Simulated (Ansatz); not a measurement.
Base molecule (SMILES): Cl (HCl). Structures are relaxed separately at B3LYP-D3(BJ)/def2-TZVP in Ansatz (an electronic-structure program). Cores are frozen in the correlated levels unless marked. Open shells are spin-unrestricted. No spin-orbit coupling. Frozen are the shells of the preceding noble gas and the d and f shells that filled before the atom's block. In def2 rows, elements after Kr have scalar-relativistic effective core potentials. Basis-set limits of correlation are two-point, X^-3; Hartree-Fock from the larger set. Vertical energies are electronic, to the SCF solution reached for that spin. For linear members the cation may be one component of a degenerate state.

Levels, all with Ansatz: PBE/def2-TZVPD, and a column headed coupled cluster (CCSD(T) or an MP2 limit with a CCSD(T) correction), which has limits of its own: vertical ionisation energy to the doublet at CCSD(T)/CBS(def2-TZVPPD,def2-QZVPPD).

```csv
property of the base,coupled cluster,PBE
vertical ionisation energy to the doublet (eV),12.83,12.72
```

After one change the coupled-cluster values shift by: vertical ionisation energy to the doublet +3.41 eV.

Q: Which change was made?
A. Cl replaced by I, giving I (HI)
B. Cl replaced by F, giving F (HF)
C. Cl replaced by Br, giving Br (HBr)
D. H on Cl replaced by F, giving FCl

A: B, Cl replaced by F, giving F (HF). Its values: vertical ionisation energy to the doublet 16.24 eV (+3.41; PBE +3.57). The others shift them by: Cl replaced by Br: -0.99 | Cl replaced by I: -2.15 | H on Cl replaced by F: +0.06.
